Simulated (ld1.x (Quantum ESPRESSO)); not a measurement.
Values are calculated unless marked as measured or tabulated.
# Pseudopotentials across the periodic table

Generated with ld1.x 7.5 (TM, RRKJ, ultrasoft, PAW), atompaw 4.2 or ONCVPSP 4.0.1. The cutoff is in Ry: for ld1.x and atompaw files where the sum of valence levels is converged to 10 mRy in a Bessel basis, for ONCV files where the hardest occupied wave has 1 mHa per electron of residual kinetic energy. The error is the largest all-electron minus pseudo excitation energy over each file’s own four to seven test configurations (ionisations up to +4, promotions, holes and added fractions of an electron), all of which were solved. The labels leave out finer settings (local radius, basis sizes, second energies), which also bear on the numbers. Spin-polarised tests are not counted. The rows are a selection from randomly drawn settings: files with unsolved tests, undetermined cutoffs or missed reference levels are left out.

| element | potential | cutoff (Ry) | largest error (meV) | bound ghosts |
| --- | --- | --- | --- | --- |
| B | PAW, LDA (PZ), scalar-relativistic, rc 1.45/2.90/2.70 (spd), local d, core correction yes, reference 2s2 2p0.5 | 6 | -11 | none |
| P | TM, revPBE, scalar-relativistic, rc 1.50/1.16 (sp), local smoothed, core correction yes, reference 3s1.5 3p3.5 | 90 | +58 | none |
| S | TM, LDA (PZ), scalar-relativistic, rc 1.40/1.05 (sp), local p, core correction yes, reference 3s2 3p4 | 110 | +138 | none |
| Ga | ultrasoft, PBE, scalar-relativistic, rc 2.00/2.35 (sp), local smoothed, core correction no, reference 4s2 4p1 | 6 | +89 | none |

(1) Fill in the row for Bi: TM, PBE, scalar-relativistic, rc 1.90/2.50 (sp), local smoothed, core correction yes, reference 6s2 6p3.

Results:

(1) cutoff 25 Ry, largest error -859 meV, bound ghosts: none.
